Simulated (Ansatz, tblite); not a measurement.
Isomers of Be2Cl4⁻ (doublet), found by a short tight-binding search and relaxed with B3LYP-D4/def2-SVPD in Ansatz.

The xTB rows come from tblite. B3LYP takes the VWN-RPA correlation. Correlated methods freeze 20 core orbitals.

B: At PBE-D4/def2-TZVPD, revPBE-D4/def2-TZVPD the highest occupied level of the charge -1 doublet lies above zero (up to 0.17 eV). It is a level of α spin, whose loss leaves a singlet; that state wasn't run at this geometry and level. The electron is either unbound and held by the finite basis, or the level is raised by self-interaction error.

Other spin states weren't relaxed.

A:

```xyz
6

Be   -1.8997    0.7349    0.6760
Be    0.6505   -0.2519   -0.2301
Cl   -1.4817   -1.0778   -0.0843
Cl   -0.1433    1.7110    0.6450
Cl    1.1045    0.0215   -2.1089
Cl    1.7697   -1.1376    1.1023
```

B:

```xyz
6

Be    0.9580   -1.2790    0.6625
Be   -0.3606    0.4810   -0.2494
Cl    0.3301   -1.1705   -1.4318
Cl    1.5555    0.8261    0.6536
Cl   -1.4280    1.9081   -0.9877
Cl   -1.0550   -0.7657    1.3528
```

C:

```xyz
6

Be   -0.627    0.588    0.768
Be    0.627   -0.593   -0.767
Cl    0.428    1.552    2.055
Cl    1.040   -2.392   -0.228
Cl    1.060    0.418   -2.345
Cl   -2.528    0.428    0.517
```

Question: Estimate which lies lowest at each level, and how far above it the others are (eV).

Answer: 
| level | A | B | C |
| --- | --- | --- | --- |
| GFN1-xTB | 0.57 | 0.70 | 0.00 |
| GFN2-xTB | 0.22 | 0.00 | 0.47 |
| HF/def2-SVPD | 0.28 | 0.54 | 0.00 |
| HF/def2-TZVPD | 0.47 | 0.81 | 0.00 |
| PBE-D4/def2-TZVPD | 0.32 | 0.33 | 0.00 |
| revPBE-D4/def2-TZVPD | 0.29 | 0.30 | 0.00 |
| r2SCAN-D4/def2-TZVPD | 0.34 | 0.39 | 0.00 |
| B3LYP-D4/def2-TZVPD | 0.37 | 0.53 | 0.00 |
| PBE0-D4/def2-TZVPD | 0.31 | 0.34 | 0.00 |
| ωB97M-V/def2-TZVPD | 0.09 | 0.16 | 0.00 |
| MP2/def2-SVPD | 0.09 | 0.18 | 0.00 |
| MP2/def2-TZVPD | 0.20 | 0.30 | 0.00 |
| CCSD/def2-SVPD | 0.17 | 0.29 | 0.00 |
| CCSD(T)/def2-SVPD | 0.15 | 0.25 | 0.00 |
Point groups (tolerance 0.1 Å): A C2v, B C3v, C D2d. Lower isomers may exist.
